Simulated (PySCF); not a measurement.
Compound: C₄H₈Si (charge +1 and doublet state).
Geometry (GFN2-xTB, Å), atoms numbered from 1 in this order:
```xyz
13
C4H8Si angstrom
Si     2.177    0.014    0.193
C      0.252    0.021   -0.194
C     -0.509   -0.777   -0.933
C     -1.719   -0.278   -0.173
C     -0.820    0.751    0.554
H      2.677   -1.028   -0.698
H      2.297   -0.249    1.622
H      2.396    1.416   -0.194
H     -0.386   -1.505   -1.708
H     -2.445    0.188   -0.844
H     -2.181   -1.022    0.471
H     -0.760    0.689    1.637
H     -0.983    1.780    0.248
```

Identity: `[SiH3][C+]1[CH]CC1` [radical] (charge +1).

Computed, not measured: UKS B3LYP, pcH-1 on C H Si, non-relativistic, mean-field spin-orbit, GIAO (PySCF). Geometry: GFN2-xTB; no solvent, vibrations or thermal averaging. A GFN2-xTB geometry isn't a minimum of the functional, and hyperfine couplings can be far from their values at a DFT geometry, by a factor of two or more for some ions and for spin on atoms past the first row. No stability test was run, so a lower SCF solution isn't excluded.

(1) Where do the isotropic ENDOR lines of H10/H11, H6/H7/H8, H9 and H12/H13 fall at 343.0 mT, to first order?

(2) Which pairs are centred on the nuclear Larmor frequency, and which on half the coupling?

(3) At what field would the lower line of H9 fall to zero frequency?

Results:

(1) For S = 1/2 in fast tumbling each set of equivalent nuclei gives two lines, ν± = |νn ± a/2| to first order, with νn = g_N μN B/h and μN/h = 7.62259 MHz/T.

| nuclei | isotope | g_N | νn (MHz) | a_iso (MHz) | lower line (MHz) | upper line (MHz) |
| --- | --- | --- | --- | --- | --- | --- |
| H10/H11 | 1H | 5.5857 | 14.60 | 98.93 | 34.86 | 64.07 |
| H6/H7/H8 | 1H | 5.5857 | 14.60 | 40.53 | 5.66 | 34.87 |
| H9 | 1H | 5.5857 | 14.60 | -13.27 | 7.97 | 21.24 |
| H12/H13 | 1H | 5.5857 | 14.60 | 13.04 | 8.08 | 21.13 |

(2) Centred on νn, since |a| < 2νn: H9 and H12/H13. Centred on |a|/2 and split by 2νn: H10/H11 and H6/H7/H8.

(3) Where νn = |a|/2, that is B = 6.63 MHz/(5.5857 × 7.62259 MHz/T) = 156 mT, as far as first order holds there.

Nuclei that the bonding pattern makes equivalent are averaged, as if the motion that swaps them (rotation, inversion, ring flip) were fast. The three 1H nuclei of mean +40.5 MHz run from -3.2 to 117.6 MHz in the frozen geometry. The 1H value of +98.9 MHz is a mean of couplings from -6.6 to 204.5 MHz in this one geometry, not an average over conformers. The 1H value of +13.0 MHz is a mean of couplings from 8.0 to 18.0 MHz in this one geometry, not an average over conformers.

Largest spin populations (Mulliken): C2 (+0.35), C3 (+0.33), H10 (+0.08) and Si1 (+0.06).
